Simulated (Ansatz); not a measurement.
Ansatz (a program for electronic structure) input (B3LYP/6-31G*):

Ansatz 0.2 input:
```yaml
crystal:
  periodic: [false, false, false]
  atoms:
    - {symbol: C, position_ang: [-1.53578363, -0.72809670, -0.31770681]}
    - {symbol: C, position_ang: [-0.68890979, 0.51145889, 0.00190125]}
    - {symbol: Si, position_ang: [1.27572078, 0.27245679, 0.20663739]}
    - {symbol: H, position_ang: [-1.20322394, -1.19242684, -1.25569631]}
    - {symbol: H, position_ang: [-1.41866531, -1.48901366, 0.46543519]}
    - {symbol: H, position_ang: [-2.62040325, -0.52070699, -0.41773571]}
    - {symbol: H, position_ang: [-0.85475975, 1.27060679, -0.78148294]}
    - {symbol: H, position_ang: [-1.06872526, 0.97605170, 0.92785819]}
    - {symbol: H, position_ang: [1.46556411, -0.58868038, -1.07581473]}
    - {symbol: H, position_ang: [1.18828297, -0.97039877, 1.13934625]}
basis:
  gaussian:
    orbitals: 6-31G*
hamiltonian:
  xc: {name: B3LYP}
total_charge: -1
phonons: {temperatures: {t_min: 298.15, t_max: 298.15, t_step: 100}}
```

Output:

```
Functional definition: B3LYP
integrals: 0.02 GiB planned
743 factors; integrals over basis functions are off by at most 4.5e-4 eV
mean field: 0.19 GiB planned
mean field evaluation 1: about -10064.0890 eV, gradient 2.2e1 eV
mean field evaluation 2: about -10064.1576 eV, gradient 2.3e1 eV
mean field evaluation 4: about -10065.4770 eV, gradient 8.3e-1 eV
mean field evaluation 8: about -10065.4872 eV, gradient 1.5e-2 eV
mean field -10065.48719643 eV, -369.8998318365 hartree, gradient 1.6e-5 eV, S^2 0.000000; 0 other end points of the search recorded, 0 dependent functions left out
the calculation of the forces begins
reference -10065.48741842 eV, -369.8998399946 hartree; 17, 17 occupied and 46, 46 virtual orbitals, 743 factors
these checks for a lower state are left out or cut short: stability, starts, cluster_reference, orbital_swaps, neighbouring_geometries, increment
integrals: 0.02 GiB planned
743 factors; integrals over basis functions are off by at most 4.5e-4 eV
mean field: 0.19 GiB planned
mean field evaluation 16: about -10065.4787 eV, gradient 1.3e-1 eV
mean field -10065.48704849 eV, -369.8998263999 hartree, gradient 1.6e-6 eV, S^2 0.000000; 0 other end points of the search recorded, 0 dependent functions left out
the calculation of the forces begins
reference -10065.48727054 eV, -369.8998345599 hartree; 17, 17 occupied and 46, 46 virtual orbitals, 743 factors
these checks for a lower state are left out or cut short: stability, starts, cluster_reference, orbital_swaps, neighbouring_geometries, increment
integrals: 0.02 GiB planned
743 factors; integrals over basis functions are off by at most 4.5e-4 eV
mean field: 0.19 GiB planned
mean field -10065.48704682 eV, -369.8998263386 hartree, gradient 1.6e-6 eV, S^2 0.000000; 0 other end points of the search recorded, 0 dependent functions left out
the calculation of the forces begins
reference -10065.48726876 eV, -369.8998344948 hartree; 17, 17 occupied and 46, 46 virtual orbitals, 743 factors
these checks for a lower state are left out or cut short: stability, starts, cluster_reference, orbital_swaps, neighbouring_geometries, increment
integrals: 0.02 GiB planned
743 factors; integrals over basis functions are off by at most 4.5e-4 eV
mean field: 0.19 GiB planned
mean field evaluation 32: about -10065.4870 eV, gradient 5.0e-5 eV
mean field -10065.48703931 eV, -369.8998260625 hartree, gradient 1.1e-6 eV, S^2 0.000000; 0 other end points of the search recorded, 0 dependent functions left out
the calculation of the forces begins
reference -10065.48726134 eV, -369.8998342220 hartree; 17, 17 occupied and 46, 46 virtual orbitals, 743 factors
these checks for a lower state are left out or cut short: stability, starts, cluster_reference, orbital_swaps, neighbouring_geometries, increment
integrals: 0.02 GiB planned
743 factors; integrals over basis functions are off by at most 4.4e-4 eV
mean field: 0.19 GiB planned
mean field -10065.48703302 eV, -369.8998258314 hartree, gradient 1.3e-6 eV, S^2 0.000000; 0 other end points of the search recorded, 0 dependent functions left out
the calculation of the forces begins
reference -10065.48725498 eV, -369.8998339881 hartree; 17, 17 occupied and 46, 46 virtual orbitals, 743 factors
these checks for a lower state are left out or cut short: stability, starts, cluster_reference, orbital_swaps, neighbouring_geometries, increment
integrals: 0.02 GiB planned
743 factors; integrals over basis functions are off by at most 4.5e-4 eV
mean field: 0.19 GiB planned
mean field -10065.48706169 eV, -369.8998268850 hartree, gradient 1.4e-6 eV, S^2 0.000000; 0 other end points of the search recorded, 0 dependent functions left out
the calculation of the forces begins
reference -10065.48728362 eV, -369.8998350407 hartree; 17, 17 occupied and 46, 46 virtual orbitals, 743 factors
these checks for a lower state are left out or cut short: stability, starts, cluster_reference, orbital_swaps, neighbouring_geometries, increment
integrals: 0.02 GiB planned
743 factors; integrals over basis functions are off by at most 4.5e-4 eV
mean field: 0.19 GiB planned
mean field -10065.48705596 eV, -369.8998266743 hartree, gradient 1.4e-6 eV, S^2 0.000000; 0 other end points of the search recorded, 0 dependent functions left out
the calculation of the forces begins
reference -10065.48727802 eV, -369.8998348349 hartree; 17, 17 occupied and 46, 46 virtual orbitals, 743 factors
these checks for a lower state are left out or cut short: stability, starts, cluster_reference, orbital_swaps, neighbouring_geometries, increment
integrals: 0.02 GiB planned
743 factors; integrals over basis functions are off by at most 4.5e-4 eV
mean field: 0.19 GiB planned
mean field -10065.48706955 eV, -369.8998271739 hartree, gradient 1.0e-6 eV, S^2 0.000000; 0 other end points of the search recorded, 0 dependent functions left out
[...]
these checks for a lower state are left out or cut short: stability, starts, cluster_reference, orbital_swaps, neighbouring_geometries, increment
integrals: 0.02 GiB planned
743 factors; integrals over basis functions are off by at most 4.5e-4 eV
mean field: 0.19 GiB planned
mean field evaluation 160: about -10065.4872 eV, gradient 9.8e-7 eV
mean field -10065.48718325 eV, -369.8998313522 hartree, gradient 9.9e-7 eV, S^2 0.000000; 0 other end points of the search recorded, 0 dependent functions left out
the calculation of the forces begins
reference -10065.48740524 eV, -369.8998395101 hartree; 17, 17 occupied and 46, 46 virtual orbitals, 743 factors
these checks for a lower state are left out or cut short: stability, starts, cluster_reference, orbital_swaps, neighbouring_geometries, increment
integrals: 0.02 GiB planned
743 factors; integrals over basis functions are off by at most 4.5e-4 eV
mean field: 0.19 GiB planned
mean field -10065.48718133 eV, -369.8998312818 hartree, gradient 8.5e-7 eV, S^2 0.000000; 0 other end points of the search recorded, 0 dependent functions left out
the calculation of the forces begins
reference -10065.48740333 eV, -369.8998394401 hartree; 17, 17 occupied and 46, 46 virtual orbitals, 743 factors
these checks for a lower state are left out or cut short: stability, starts, cluster_reference, orbital_swaps, neighbouring_geometries, increment
integrals: 0.02 GiB planned
743 factors; integrals over basis functions are off by at most 4.5e-4 eV
mean field: 0.19 GiB planned
mean field -10065.48714420 eV, -369.8998299173 hartree, gradient 2.1e-6 eV, S^2 0.000000; 0 other end points of the search recorded, 0 dependent functions left out
the calculation of the forces begins
reference -10065.48736623 eV, -369.8998380764 hartree; 17, 17 occupied and 46, 46 virtual orbitals, 743 factors
these checks for a lower state are left out or cut short: stability, starts, cluster_reference, orbital_swaps, neighbouring_geometries, increment
integrals: 0.02 GiB planned
743 factors; integrals over basis functions are off by at most 4.5e-4 eV
mean field: 0.19 GiB planned
mean field -10065.48714220 eV, -369.8998298436 hartree, gradient 1.9e-6 eV, S^2 0.000000; 0 other end points of the search recorded, 0 dependent functions left out
the calculation of the forces begins
reference -10065.48736417 eV, -369.8998380007 hartree; 17, 17 occupied and 46, 46 virtual orbitals, 743 factors
these checks for a lower state are left out or cut short: stability, starts, cluster_reference, orbital_swaps, neighbouring_geometries, increment
integrals: 0.02 GiB planned
743 factors; integrals over basis functions are off by at most 4.5e-4 eV
mean field: 0.19 GiB planned
mean field -10065.48713829 eV, -369.8998296998 hartree, gradient 1.8e-6 eV, S^2 0.000000; 0 other end points of the search recorded, 0 dependent functions left out
the calculation of the forces begins
reference -10065.48736026 eV, -369.8998378573 hartree; 17, 17 occupied and 46, 46 virtual orbitals, 743 factors
these checks for a lower state are left out or cut short: stability, starts, cluster_reference, orbital_swaps, neighbouring_geometries, increment
integrals: 0.02 GiB planned
743 factors; integrals over basis functions are off by at most 4.5e-4 eV
mean field: 0.19 GiB planned
mean field -10065.48714092 eV, -369.8998297967 hartree, gradient 2.0e-6 eV, S^2 0.000000; 0 other end points of the search recorded, 0 dependent functions left out
the calculation of the forces begins
reference -10065.48736293 eV, -369.8998379554 hartree; 17, 17 occupied and 46, 46 virtual orbitals, 743 factors
these checks for a lower state are left out or cut short: stability, starts, cluster_reference, orbital_swaps, neighbouring_geometries, increment
integrals: 0.02 GiB planned
743 factors; integrals over basis functions are off by at most 4.5e-4 eV
mean field: 0.19 GiB planned
mean field evaluation 192: about -10065.4790 eV, gradient 6.7e-2 eV
mean field -10065.48719101 eV, -369.8998316373 hartree, gradient 1.1e-6 eV, S^2 0.000000; 0 other end points of the search recorded, 0 dependent functions left out
the calculation of the forces begins
reference -10065.48741301 eV, -369.8998397955 hartree; 17, 17 occupied and 46, 46 virtual orbitals, 743 factors
these checks for a lower state are left out or cut short: stability, starts, cluster_reference, orbital_swaps, neighbouring_geometries, increment
integrals: 0.02 GiB planned
743 factors; integrals over basis functions are off by at most 4.5e-4 eV
mean field: 0.19 GiB planned
mean field -10065.48718913 eV, -369.8998315682 hartree, gradient 1.0e-5 eV, S^2 0.000000; 0 other end points of the search recorded, 0 dependent functions left out
the calculation of the forces begins
reference -10065.48741112 eV, -369.8998397262 hartree; 17, 17 occupied and 46, 46 virtual orbitals, 743 factors
these checks for a lower state are left out or cut short: stability, starts, cluster_reference, orbital_swaps, neighbouring_geometries, increment
integrals: 0.02 GiB planned
743 factors; integrals over basis functions are off by at most 4.5e-4 eV
mean field: 0.19 GiB planned
mean field -10065.48718031 eV, -369.8998312442 hartree, gradient 2.3e-6 eV, S^2 0.000000; 0 other end points of the search recorded, 0 dependent functions left out
the calculation of the forces begins
reference -10065.48740231 eV, -369.8998394024 hartree; 17, 17 occupied and 46, 46 virtual orbitals, 743 factors
these checks for a lower state are left out or cut short: stability, starts, cluster_reference, orbital_swaps, neighbouring_geometries, increment
integrals: 0.02 GiB planned
743 factors; integrals over basis functions are off by at most 4.5e-4 eV
mean field: 0.19 GiB planned
mean field -10065.48718277 eV, -369.8998313345 hartree, gradient 2.1e-6 eV, S^2 0.000000; 0 other end points of the search recorded, 0 dependent functions left out
the calculation of the forces begins
reference -10065.48740476 eV, -369.8998394925 hartree; 17, 17 occupied and 46, 46 virtual orbitals, 743 factors
these checks for a lower state are left out or cut short: stability, starts, cluster_reference, orbital_swaps, neighbouring_geometries, increment
integrals: 0.02 GiB planned
743 factors; integrals over basis functions are off by at most 4.5e-4 eV
mean field: 0.19 GiB planned
mean field -10065.48716843 eV, -369.8998308074 hartree, gradient 2.8e-6 eV, S^2 0.000000; 0 other end points of the search recorded, 0 dependent functions left out
the calculation of the forces begins
reference -10065.48739041 eV, -369.8998389650 hartree; 17, 17 occupied and 46, 46 virtual orbitals, 743 factors
these checks for a lower state are left out or cut short: stability, starts, cluster_reference, orbital_swaps, neighbouring_geometries, increment
integrals: 0.02 GiB planned
743 factors; integrals over basis functions are off by at most 4.5e-4 eV
mean field: 0.19 GiB planned
mean field evaluation 224: about -10065.4872 eV, gradient 2.7e-6 eV
mean field -10065.48716726 eV, -369.8998307647 hartree, gradient 2.8e-6 eV, S^2 0.000000; 0 other end points of the search recorded, 0 dependent functions left out
the calculation of the forces begins
reference -10065.48738927 eV, -369.8998389233 hartree; 17, 17 occupied and 46, 46 virtual orbitals, 743 factors
Total energy: -10065.48741842 eV, -369.8998399946 hartree
Atom 0 at    -1.535784    -0.728097    -0.317707 Å, force     0.001812     0.000340     0.000285 eV/Å
Atom 1 at    -0.688910     0.511459     0.001901 Å, force    -0.000627     0.001090     0.000109 eV/Å
Atom 2 at     1.275721     0.272457     0.206637 Å, force    -0.001225     0.000020    -0.000150 eV/Å
Atom 3 at    -1.203224    -1.192427    -1.255696 Å, force    -0.000104    -0.000266     0.000091 eV/Å
Atom 4 at    -1.418665    -1.489014     0.465435 Å, force    -0.000068    -0.000216    -0.000195 eV/Å
Atom 5 at    -2.620403    -0.520707    -0.417736 Å, force    -0.001298    -0.000510    -0.000250 eV/Å
Atom 6 at    -0.854760     1.270607    -0.781483 Å, force     0.000375     0.000358    -0.000477 eV/Å
Atom 7 at    -1.068725     0.976052     0.927858 Å, force     0.000234     0.000164     0.000644 eV/Å
Atom 8 at     1.465564    -0.588680    -1.075815 Å, force     0.000420    -0.000533     0.000219 eV/Å
Atom 9 at     1.188283    -0.970399     1.139346 Å, force     0.000482    -0.000448    -0.000275 eV/Å
Dipole moment:    -1.080552    -0.202691    -0.170185 e Å
Vibrations: 168.86 248.57 265.27 540.16 552.78 747.91 797.82 962.87 969.77 989.96 1047.02 1245.17 1282.07 1415.08 1492.18 1520.09 1527.19 1860.26 1867.82 2914.12 2972.42 2997.34 3045.10 3082.22 cm⁻¹, zero-point energy 2.139476 eV
```

The blocks after the first are displaced geometries, from whose forces the wavenumbers follow.

The dipole moment of an ion depends on the origin.
